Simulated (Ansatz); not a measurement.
A geometry relaxed with Ansatz (a quantum-chemistry and plane-wave program) with B3LYP-D3(BJ)/def2-TZVP, charge 0, multiplicity 1:

```xyz
8

C     -0.9698    -0.0914    -0.0685
C      0.4494     0.4061    -0.1965
H     -1.4050    -0.2903    -1.0503
H     -1.5990     0.6462     0.4346
H      0.6666     1.3164    -0.7406
O      2.3924    -0.7619     0.7890
H     -1.0142    -1.0148     0.5082
C      1.4796    -0.2101     0.3242
```

Write the SMILES of this molecule.

`CC=C=O`
